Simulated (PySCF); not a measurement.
**Calculated NMR data**

Level of theory: geometry from GFN2-xTB, shielding tensors at PBE0/pcSseg-1 (GIAO), in PySCF 2.14.0 with density-fitted response routines (isolated molecule, a single conformation, non-relativistic Hamiltonian, fast rotation and ring inversion assumed for equivalent nuclei).

Shifts are taken against calculated references (same method and geometry level): TMS for 1H, 13C. Splittings of carbon signals by F and P are missing where no couplings were computed. Where no couplings were computed, multiplicities follow the n + 1 count of equivalent neighbours, and m marks all less simple cases (inequivalent or close neighbours, rings, F or P nearby). Shifts are as computed. Against solution values, carbons near 30 ppm lie about +3 ppm off and those near 130 ppm about +5 ppm. Of 1309 compounds with measured shifts, 239 miss one by over three times the rms of a fit or turn the order of signals round; such compounds aren't used in these exercises.

Compound 1 (C₅H₇NO). 1H NMR (400 MHz, computed): δ 5.22 (m, 1H), 4.90 (m, 1H), 4.51 (m, 1H), 3.21 (m, 1H), 1.47 (d, 3H). 13C{1H} NMR (computed): δ 121.6 (C), 79.7 (CH2), 72.4 (CH), 34.8 (CH), 18.9 (CH3). Structure: SMILES [C@@H]1(C#N)[C@H](C)CO1.

Compound 2 (C₇H₁₅FSi). 1H NMR (400 MHz, computed): δ 5.74 (m, 1H), 5.04 (m, 2H), 4.46 (m, 2H), 2.19 (q, 2H), 2.14 (q, 2H), 1.15 (t, 3H), 1.13 (t, 3H). 13C{1H} NMR (computed): δ 181.6, 117.3, 78.3, 37.2, 34.1, 18.7, 16.9. Structure: SMILES CCC(=C[SiH2]CF)CC.
